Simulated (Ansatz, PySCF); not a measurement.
Gas-phase reaction in SMILES: [F][Ge][F] -> [F][Ge] + F atom (the F-Ge bond at the site shown breaks; other sites are not compared here)
Geometries: B3LYP-D3(BJ)/def2-TZVP minima from Ansatz (a program for electronic structure).

Quantity: bond dissociation energy (enthalpy at 298 K, with B3LYP-D3(BJ) rigid-rotor harmonic-oscillator terms from PySCF), in eV. Correlated levels leave the core frozen unless marked. UHF or UKS for open shells. No spin-orbit coupling. Frozen are the shells of the preceding noble gas and the d and f shells that filled before the atom's block. No relativistic terms. Basis-set limits of correlation are two-point, X^-3; Hartree-Fock from the larger set.

```
level                                program  bond dissociation energy (eV)  minus last row
----------------------------  --------------  -----------------------------  --------------
HF/aug-cc-pVQZ                        Ansatz                           3.96           -1.95
PBE-D4/def2-TZVPD             Ansatz + dftd4                           5.98            0.07
PBE0-D3(BJ)/def2-TZVP         Ansatz + dftd3                           5.65           -0.26
r2SCAN0-D4/def2-TZVPD         Ansatz + dftd4                           5.51           -0.40
B2PLYP/def2-TZVPD                     Ansatz                           5.78           -0.13
RI-MP2/aug-cc-pVQZ                    Ansatz                           6.22            0.31
CCSD(T)/CBS(cc-pVTZ,cc-pVQZ)          Ansatz                           5.91            0.00
```
